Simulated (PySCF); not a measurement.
**Running PySCF for CaAl**

File input.py (PySCF 2.14):

```python
from pyscf import gto, dft

mol = gto.M(
    atom='Ca 0 0 0; Al 0 0 2.924',
    basis='6-31g',
    charge=0,
    spin=1,
    verbose=4,
)
mf = dft.ROKS(mol, xc='revpbe')
field = 0.05  # electric field along z, atomic units
h = mf.get_hcore() + field*mol.intor('int1e_r')[2]
mf.get_hcore = lambda *args: h
e_nuc = mol.energy_nuc() - field*mol.atom_charges() @ mol.atom_coords()[:, 2]
mf.energy_nuc = lambda *args: e_nuc
mf.kernel()
mf.analyze()
print('orbital energies (hartree):', mf.mo_energy[..., max(0, mol.nelec[1]-3):mol.nelec[0]+3].round(4))
```

```bash
$ OMP_NUM_THREADS=1 python input.py
```

The log (some set-up lines and the per-cycle HOMO/LUMO lines with their warnings removed):

```
PySCF version 2.14.0

[INPUT] Symbol           X                Y                Z      unit          X                Y                Z       unit  Magmom
[INPUT]  1 Ca     0.000000000000   0.000000000000   0.000000000000 AA    0.000000000000   0.000000000000   0.000000000000 Bohr   0.0
[INPUT]  2 Al     0.000000000000   0.000000000000   2.924000000000 AA    0.000000000000   0.000000000000   5.525559188228 Bohr   0.0

nuclear repulsion = 47.0540611625171
number of shells = 16
number of NR pGTOs = 116
number of NR cGTOs = 30
basis = 6-31g
ecp = {}

******** <class 'pyscf.dft.roks.ROKS'> ********
method = ROKS
initial guess = minao
damping factor = 0
level_shift factor = 0
DIIS = <class 'pyscf.scf.diis.CDIIS'>
SCF conv_tol = 1e-09
SCF max_cycles = 50
num. doubly occ = 16  num. singly occ = 1
XC functionals = revpbe

grids dens level: 3
tot grids = 39608
init E= -919.746433477967

cycle= 1 E= -919.286834846803  delta_E= 0.46  |g|= 0.526  |ddm|= 7.27
cycle= 2 E= -918.421127029366  delta_E= 0.866  |g|= 0.732  |ddm|= 7.78
cycle= 3 E= -920.07780061445  delta_E= -1.66  |g|= 0.0871  |ddm|= 5.42
cycle= 4 E= -920.076941973741  delta_E= 0.000859  |g|= 0.0771  |ddm|= 1.15
cycle= 5 E= -920.087965837556  delta_E= -0.011  |g|= 0.0195  |ddm|= 0.522
cycle= 6 E= -920.088884339673  delta_E= -0.000919  |g|= 0.00222  |ddm|= 0.278
cycle= 7 E= -920.088899046709  delta_E= -1.47e-05  |g|= 0.00112  |ddm|= 0.058
cycle= 8 E= -920.088901489108  delta_E= -2.44e-06  |g|= 6.05e-05  |ddm|= 0.00873
cycle= 9 E= -920.088901496561  delta_E= -7.45e-09  |g|= 1.43e-05  |ddm|= 0.000871
cycle= 10 E= -920.088901497403  delta_E= -8.41e-10  |g|= 3.7e-06  |ddm|= 0.000435
Extra cycle  E= -920.088901497394  delta_E= 8.87e-12  |g|= 4.24e-06  |ddm|= 9.56e-05
converged SCF energy = -920.088901497394
**** SCF Summaries ****
Total Energy =                        -920.088901497393636
Nuclear Repulsion Energy =              43.462447690168744
One-electron Energy =                -1349.342363223273424
Two-electron Energy =                  385.791014035710987
Two-electron Coulomb Energy =          440.120264309419724
DFT Exchange-Correlation Energy =      -54.329250273708737
**** MO energy ****
                Roothaan           | alpha              | beta
[6 lines left out]
MO #7   energy= -3.99919606111566  | -3.99982867492093  | -3.99856344730134  occ= 2
MO #8   energy= -2.59774860764676  | -2.59832047718337  | -2.59717673811016  occ= 2
MO #9   energy= -2.59774860747523  | -2.59832047701181  | -2.59717673793864  occ= 2
MO #10  energy= -2.59645820855876  | -2.59733234928182  | -2.59558406784325  occ= 2
MO #11  energy= -1.78375862689404  | -1.78514526975925  | -1.78237198395763  occ= 2
MO #12  energy= -1.09651625415548  | -1.09831739456618  | -1.09471511374478  occ= 2
MO #13  energy= -1.09651625414144  | -1.09831739455224  | -1.09471511373064  occ= 2
MO #14  energy= -1.09645439636981  | -1.09802122929317  | -1.09488756331289  occ= 2
MO #15  energy= -0.288202513635104 | -0.292519617792547 | -0.283885388666696 occ= 2
MO #16  energy= -0.205029235600798 | -0.206909067345477 | -0.203149473480316 occ= 2
MO #17  energy= -0.117506920996834 | -0.131018741703588 | -0.10399492076461  occ= 1
MO #18  energy= -0.0902639074792496 | -0.0971118728747459 | -0.0834159420837522 occ= 0
MO #19  energy= -0.0902639074731285 | -0.0971118728678994 | -0.0834159420783587 occ= 0
MO #20  energy= -0.0402843157246729 | -0.0519626296037477 | -0.0286061287393203 occ= 0
[10 lines left out]
 ** Mulliken pop on meta-lowdin orthogonal AOs  **
 ** Mulliken pop  **
pop of  0 Ca 1s           2.00000
pop of  0 Ca 2s           1.99998
pop of  0 Ca 3s           1.99995
pop of  0 Ca 4s           1.38623
pop of  0 Ca 5s           0.39379
pop of  0 Ca 2px          1.99999
pop of  0 Ca 2py          1.99999
pop of  0 Ca 2pz          1.99999
pop of  0 Ca 3px          1.99999
pop of  0 Ca 3py          1.99999
pop of  0 Ca 3pz          1.99994
pop of  0 Ca 4px          0.00001
[18 lines left out]
 ** Mulliken atomic charges  **
charge of    0Ca =     -0.80262
charge of    1Al =      0.80262
Dipole moment(X, Y, Z, Debye):  0.00000,  0.00000, 39.18950
orbital energies (hartree): [-1.0965 -0.2882 -0.205  -0.1175 -0.0903 -0.0903 -0.0403]
```

In short: E(SCF) = -920.088901 Eh, 10 cycles, μz(SCF) = 39.19 D.

It ran on AMD EPYC 7R13 (1 thread, shared host) in 1.9 s.

The bond length is a typed value, not an optimised one. No search for the lowest solution was made.
